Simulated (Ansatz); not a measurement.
Reactions of `BN(C=C)CC`.

Isolated molecules relaxed with PBE0-D4/def2-TZVP in Ansatz; ΔE leaves out vibrations. CBS: MP2 limit from def2 TZ/QZ plus the TZ coupled-cluster correction, frozen cores. This one scheme is used for every species, atoms too. For atomizations the MP2-based limit and the directly extrapolated one differ by several kJ/mol either way, and by 10 to 25 for some Ge, Se and Sn compounds, so smaller differences from it don't rank the levels. Functionals use def2-TZVPP. Open shells (•) are unrestricted, without spin–orbit coupling. Spin–orbit coupling would lower the free atoms: a little for B, C. def2 core potentials past Kr. Bonds to Mo are less sure, by a few kJ/mol each and by 10 to 20 or more in all where they break to atoms, as the def2 sets lack core-valence functions. One conformer a species, not always the lowest.

```json
{"reaction": "`BN(C=C)CC` + `O[SiH2]F` → `BO[SiH2]F` + `C=CNCC`", "ωB97X-V (kJ/mol)": "17", "HF/CBS(def2) (kJ/mol)": "-5", "PBE0-D4 (kJ/mol)": "22", "r2SCAN-D4 (kJ/mol)": "19", "CCSD(T)/CBS(def2) (kJ/mol)": "25"}
{"reaction": "`BN(C=C)CC` + `[SiH3][SiH2]Cl` → `CC[SiH]([SiH3])Cl` + `BNC=C`", "ωB97X-V (kJ/mol)": "-58", "HF/CBS(def2) (kJ/mol)": "-60", "PBE0-D4 (kJ/mol)": "-62", "r2SCAN-D4 (kJ/mol)": "-63", "CCSD(T)/CBS(def2) (kJ/mol)": "-58"}
{"reaction": "`BN(C=C)CC` + `CBNC` → `BN(C)BC` + `C=CNCC`", "ωB97X-V (kJ/mol)": "50", "HF/CBS(def2) (kJ/mol)": "40", "PBE0-D4 (kJ/mol)": "52", "r2SCAN-D4 (kJ/mol)": "52", "CCSD(T)/CBS(def2) (kJ/mol)": "55"}
{"reaction": "`BN(C=C)CC` + `C#CS` → `BSC#C` + `C=CNCC`", "ωB97X-V (kJ/mol)": "91", "HF/CBS(def2) (kJ/mol)": "142", "PBE0-D4 (kJ/mol)": "72", "r2SCAN-D4 (kJ/mol)": "71", "CCSD(T)/CBS(def2) (kJ/mol)": "96"}
{"reaction": "`BN(C=C)CC` → B• + 4 C• + 10 H• + N•", "ωB97X-V (kJ/mol)": "6403", "HF/CBS(def2) (kJ/mol)": "4781", "PBE0-D4 (kJ/mol)": "6445", "r2SCAN-D4 (kJ/mol)": "6411", "CCSD(T)/CBS(def2) (kJ/mol)": "6379"}
{"reaction": "`BN(C=C)CC` + `O[SiH2][SiH](O)O` → `C[SiH](O)[SiH](O)O` + `BN(C)C=C`", "ωB97X-V (kJ/mol)": "-43", "HF/CBS(def2) (kJ/mol)": "-43", "PBE0-D4 (kJ/mol)": "-45", "r2SCAN-D4 (kJ/mol)": "-47", "CCSD(T)/CBS(def2) (kJ/mol)": "-43"}
{"reaction": "`BN(C=C)CC` + `[O]=[Mo](=[O])([OH])[OH]` → `C[O][Mo](=[O])(=[O])[OH]` + `BN(C)C=C`", "ωB97X-V (kJ/mol)": "44", "HF/CBS(def2) (kJ/mol)": "34", "PBE0-D4 (kJ/mol)": "46", "r2SCAN-D4 (kJ/mol)": "43", "CCSD(T)/CBS(def2) (kJ/mol)": "48"}
{"reaction": "`BN(C=C)CC` + silanol → `CCO[SiH3]` + `BNC=C`", "ωB97X-V (kJ/mol)": "17", "HF/CBS(def2) (kJ/mol)": "-1", "PBE0-D4 (kJ/mol)": "19", "r2SCAN-D4 (kJ/mol)": "17", "CCSD(T)/CBS(def2) (kJ/mol)": "25"}
{"reaction": "`BN(C=C)CC` + `C[SiH2]O` → `BO[SiH2]C` + `C=CNCC`", "ωB97X-V (kJ/mol)": "8", "HF/CBS(def2) (kJ/mol)": "-12", "PBE0-D4 (kJ/mol)": "12", "r2SCAN-D4 (kJ/mol)": "9", "CCSD(T)/CBS(def2) (kJ/mol)": "16"}
{"reaction": "`BN(C=C)CC` + `CO[SiH3]` → `B[SiH2]OC` + `C=CNCC`", "ωB97X-V (kJ/mol)": "172", "HF/CBS(def2) (kJ/mol)": "167", "PBE0-D4 (kJ/mol)": "171", "r2SCAN-D4 (kJ/mol)": "174", "CCSD(T)/CBS(def2) (kJ/mol)": "182"}
```

Largest T1 diagnostic: 0.025, for `[O]=[Mo](=[O])([OH])[OH]`.
